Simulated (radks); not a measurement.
The tantalum ion Ta7+, configuration [Kr] 4d10 4f13 5s2 5p5. Method: Dirac Kohn-Sham, PBE, spin-unpolarised, spherical densities, point nucleus; open shells are shared between the two j in proportion to 2j + 1; computed with a radial shooting solver on a logarithmic mesh with Libxc functionals.

Normalised radial functions P(r) = r R(r) (large component), r in bohr:

r           4d5/2   4f5/2
0.003104   0.0003  0.0000
0.004074   0.0006  0.0000
0.005348   0.0013  0.0000
0.007075   0.0029  0.0000
0.009287   0.0062  0.0001
0.01219    0.0129  0.0002
0.016      0.0262  0.0005
0.021      0.0521  0.0013
0.02779    0.1017  0.0033
0.03648    0.1858  0.0083
0.04788    0.3193  0.0200
0.06284    0.5060  0.0460
0.08249    0.7190  0.0999
0.1091     0.8781  0.2059
0.1433     0.8296  0.3803
0.188      0.4438  0.6323
0.2468    -0.2702  0.9300
0.324     -1.0539  1.1903
0.4252    -1.5094  1.3074
0.5626    -1.4127  1.2176
0.7385    -0.9422  0.9668
0.9694    -0.4497  0.6513
1.272     -0.1466  0.3617
1.67      -0.0298  0.1558
2.21      -0.0031  0.0460
2.9       -0.0002  0.0087
3.807     0.0000  0.0009

4d5/2: eigenvalue -322.58 eV, 1 radial node at r = 0.225 bohr, <r> = 0.525 bohr, 90 % of the charge inside 0.787 bohr. 4f5/2: eigenvalue -129.89 eV, 0 radial nodes, <r> = 0.601 bohr, 90 % of the charge inside 0.987 bohr.
